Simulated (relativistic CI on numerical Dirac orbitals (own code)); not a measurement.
Method of calculation: Dirac-Coulomb-Breit CI, KLI orbitals optimised for each configuration, model QED (radiative potential, 1s self-energy scaled to tabulated hydrogen-like ionisation energies), unscaled Slater integrals (own radial code, finite nucleus).

Configurations in the expansion: 1s², 1s2s, 1s2p, 1s3s, 1s3p, 1s3d, 1s4s, 1s4p, 1s4d, 1s4f, 1s5s, 1s5p, 1s5d, 1s5f, 1s5g, 1s6s, 1s6p, 1s6d. Levels of other configurations are missing.

At this charge energies of transitions that change n are usually good to better than 1 %, and those within a shell (Δn = 0) to a few per cent.

Outline of the computed level scheme of Mn XXIV. Lowest level of each configuration: 1s² ¹S0 at 0.00 eV; 1s2s ³S1 at 6119.72 eV; 1s2p ³P°0 at 6147.40 eV; 1s3s ³S1 at 7250.22 eV; 1s3p ³P°0 at 7257.86 eV; 1s3d ³D2 at 7266.13 eV; 1s4s ³S1 at 7641.61 eV; 1s4p ³P°0 at 7644.76 eV; 1s4d ³D2 at 7648.21 eV.

Some strong electric-dipole decays among the lowest 27 levels: 1s2p ¹P°1 → 1s² ¹S0 (4.0e+14 s⁻¹); 1s3p ¹P°1 → 1s² ¹S0 (1.1e+14 s⁻¹); 1s4p ¹P°1 → 1s² ¹S0 (4.6e+13 s⁻¹); 1s2p ³P°1 → 1s² ¹S0 (3.2e+13 s⁻¹); 1s3d ³D3 → 1s2p ³P°2 (2.2e+13 s⁻¹); 1s3d ¹D2 → 1s2p ¹P°1 (1.8e+13 s⁻¹); 1s3d ³D2 → 1s2p ³P°1 (1.5e+13 s⁻¹); 1s3d ³D1 → 1s2p ³P°0 (1.2e+13 s⁻¹).

LS names give the leading component of a level, which can be under half, so a name can repeat, a term be missing and a line seem to break the LS rules.
